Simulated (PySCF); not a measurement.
## Computed properties of FGeH5N2O, SMILES [NH2][Ge]([NH2])([OH])[F]

Ge(F)(OH)(NH2)2 (FGeH5N2O), SMILES [NH2][Ge]([NH2])([OH])[F]. Coordinates come from a B3LYP-D3(BJ)/def2-SVP optimisation. This is a generated structure with no PubChem entry under its InChIKey; it may be hypothetical. One conformer was computed; it need not be the lowest. All values are computed for the isolated molecule unless a solvent is named; none is compared with measurement here.

**Structure.** All 24 harmonic modes at B3LYP-D3(BJ)/def2-SVP (PySCF) are real, so it is a minimum. With heavy atoms numbered as in [NH2:1][Ge:2]([NH2:3])([OH:4])[F:5], the shortest bond between them is Ge2–F5 at 1.753 Å and the longest N1–Ge2 at 1.816 Å.

**Vibrations.** The strongest infrared lines (harmonic, unscaled, degenerate partners summed) lie at 484 cm⁻¹ (186 km/mol, H 73 %, N 26 %), 538 cm⁻¹ (166 km/mol, H 67 %, N 31 %), 926 cm⁻¹ (137 km/mol, H 86 %). The softest mode is at 110 cm⁻¹ and the zero-point energy is 42.4 kcal/mol.

**Electronic structure.** PBE0/def2-TZVP (PySCF) places the frontier levels at -8.00 and 0.06 eV, a gap of 8.06 eV, and gives a dipole moment of 2.02 D and a mean polarisability of 44.5 bohr³. PBE/def2-TZVP (PySCF) at the same geometry gives -6.44 and -0.88 eV, so its gap is 2.50 eV narrower. An orbital gap is neither the optical nor the fundamental gap.

**Excitations.** TDA-M06-2X/def2-SVPD (PySCF) has S1 at 6.90 eV (180 nm, f = 0.073, bright); the most intense of the 10 singlets computed lies at 6.90 eV (f = 0.07). T1 (TDA) is at 6.57 eV, 0.33 eV under S1. TDA-PBE/def2-SVPD (PySCF) puts S1 at 5.55 eV. No vertical singlet excitation falls in the visible range (under 3.1 eV).

**NMR.** GIAO shifts at KT2/pcSseg-1 (PySCF) (non-relativistic, atoms alike by connectivity averaged): ¹H from 1.0 to 1.8 ppm against TMS; ¹⁹F at -167.4 ppm against CFCl3.
